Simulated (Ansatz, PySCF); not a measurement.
This PySCF input computes a PBE0/def2-TZVPD energy:

```python
from pyscf import gto, scf, dft

mol = gto.M(
    atom='''
    Ge    0.45971327   -0.54685647    0.74244815
    O     2.01997716   -0.93290290    0.28985494
    Br   -0.88201833    0.71321801   -0.74506229
    ''',
    basis='def2-tzvpd',
    charge=0,
    spin=1,
    verbose=4,
)

mf = dft.UKS(mol, xc='pbe0').density_fit(auxbasis='def2-universal-jkfit')
mf.grids.level = 3
mf.conv_tol = 1e-9
mf.max_cycle = 100
mf.max_memory = 1500
mf.kernel()
if not mf.converged:
    mf = mf.newton()
    mf.kernel(mf.make_rdm1())
for _ in range(2):
    mo, _, stable, _ = mf.stability(return_status=True)
    if stable:
        break
    mf.kernel(mf.make_rdm1(mo, mf.mo_occ))
mf.analyze()
```

### Question
Write an input for the same energy in Ansatz (an electronic-structure program) and say what it gives.

### Answer

Ansatz 0.2 input:
```yaml
crystal:
  periodic: [false, false, false]
  atoms:
    - {symbol: Ge, position_ang: [0.45971327, -0.54685647, 0.74244815]}
    - {symbol: O, position_ang: [2.01997716, -0.93290290, 0.28985494]}
    - {symbol: Br, position_ang: [-0.88201833, 0.71321801, -0.74506229]}
basis:
  gaussian:
    orbitals: def2-TZVPD
hamiltonian:
  xc: {name: PBE0}
magnetization: {spin_polarized: true, initial_magnetization: 1}
output: {forces: true}
```
It gives -4725.77776 Eh, and PySCF -4725.77782 Eh, a difference of 0.06 mEh, from the treatment of integrals and grids.

It need not be the lowest isomer of its formula.
